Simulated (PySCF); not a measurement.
GeOCl₂, SMILES [Cl][Ge](=[O])[Cl].

The structure is a stationary point at PBE-D3(BJ)/def2-SVP.

The numbers are results of PBE-D3(BJ)/def2-SVP run with PySCF, not measurements.

Frequencies are harmonic and unscaled.

| mode | ν (cm⁻¹) | IR (km/mol) | moving atoms (share of kinetic energy) |
|---|---|---|---|
| 1 | 148 | 2.1 | Cl 78 %, Ge 18 % |
| 2 | 168 | 16.3 | Ge 46 %, O 40 %, Cl 15 % |
| 3 | 199 | 27.0 | O 70 %, Cl 19 %, Ge 11 % |
| 4 | 401 | 16.6 | Cl 77 %, Ge 17 % |
| 5 | 436 | 93.4 | Cl 60 %, Ge 40 % |
| 6 | 955 | 40.4 | O 80 %, Ge 19 % |
